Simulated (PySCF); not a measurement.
Isomers of C8H10O. Level of theory: PySCF 2.14.0, PBE0-D3(BJ)/def2-SVP geometry optimisation, gas phase. Energies are electronic, without zero-point or thermal terms, for one conformer each. No frequencies were run at this level. Point groups hold within 0.08 Å.

**Question.** Order them by energy at this level, lowest first, and give relative energies in kcal/mol.
A. `[CH3:1][O:2][C:3]1=[CH:4][C@H:5]2[CH:6]=[CH:7][C@@H:8]1[CH2:9]2` with C1–O2–C3–C4 2°
B. `[CH2:1]=[CH:2][CH2:3][C:4]#[C:5][CH2:6][C:7]([CH3:8])=[O:9]` with C1–C2–C3–C4 121°, C5–C6–C7–C8 -28°
C. `[CH3:1][CH2:2][c:3]1[cH:4][cH:5][cH:6][cH:7][c:8]1[OH:9]` with C1–C2–C3–C4 -101°, C7–C8–O9–H -1° (2-ethylphenol)
D. `[OH:1][CH2:2][CH2:3][c:4]1[cH:5][cH:6][cH:7][cH:8][cH:9]1` with H–O1–C2–C3 -64°, O1–C2–C3–C4 -177°, C2–C3–C4–C5 -90° (2-phenylethanol)
E. `[CH3:1][CH2:2][c:3]1[cH:4][cH:5][cH:6][c:7]([OH:8])[cH:9]1` with C1–C2–C3–C4 -87°, C6–C7–O8–H 0° (3-ethylphenol)

**Answer.** C (0.0), E (0.7), D (9.2), A (56.2), B (70.0).

As drawn, the lowest has an aromatic ring and an O–H bond, which the highest lacks; the highest has a C=O bond, a C≡C bond and a C=C bond outside aromatic rings, which the lowest lacks. Neighbours under 2.5 kcal/mol apart (CCc1ccccc1O and CCc1cccc(O)c1) can change places with a better method, another conformer or zero-point energy.

| SMILES | E (Eh) | E rel (kcal/mol) | dipole (D) | point group | A, B, C (MHz) |
| --- | --- | --- | --- | --- | --- |
| CCc1ccccc1O | -385.39014 | 0.0 | 1.25 | C1 | 2714, 1426, 1010 |
| CCc1cccc(O)c1 | -385.38904 | 0.7 | 1.03 | C1 | 2978, 1151, 890.8 |
| OCCc1ccccc1 | -385.37549 | 9.2 | 1.42 | – | 4428, 853.5, 763.5 |
| COC1=C[C@H]2C=C[C@@H]1C2 | -385.30058 | 56.2 | 1.09 | C1 | 3620, 1313, 1241 |
| C=CCC#CCC(C)=O | -385.27859 | 70.0 | 2.89 | C1 | 3560, 656.3, 574.7 |
